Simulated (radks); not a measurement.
Problem. Zr21+, 19 electrons, occupied as [Ar] 3d1. Calculated with a radial shooting solver on a logarithmic mesh with Libxc functionals: scalar-relativistic Kohn-Sham, SCAN, spin-polarised, spherical densities, finite nucleus; open shells are filled with parallel spins first (spin-orbit coupling, left out, can overturn this in heavy ions); meta-GGA in the generalised Kohn-Sham scheme; Fermi nuclear charge, rms radius 4.2694 fm. Some entries of the table are withheld. Estimate them.

orbital,occ.,eigenvalue (Ry),<1/r> (bohr^-1)
1s up,1,-1374.495,41.25
1s down,1,-1374.491,41.25
2s up,1,-243.7126,9.330
2s down,1,-243.4471,9.339
2p up,3,(1),9.060
2p down,3,(2),9.067
3s up,1,(3),3.521
3s down,1,(4),3.511
3p up,3,-74.91835,(5)
3p down,3,-74.60793,(6)
3d up,1,-65.48701,3.227

Solution. 
(1) 2p up eigenvalue (Ry): -224.0279
(2) 2p down eigenvalue (Ry): -223.8340
(3) 3s up eigenvalue (Ry): -81.43204
(4) 3s down eigenvalue (Ry): -81.13470
(5) 3p up <1/r> (bohr^-1): 3.395
(6) 3p down <1/r> (bohr^-1): 3.385
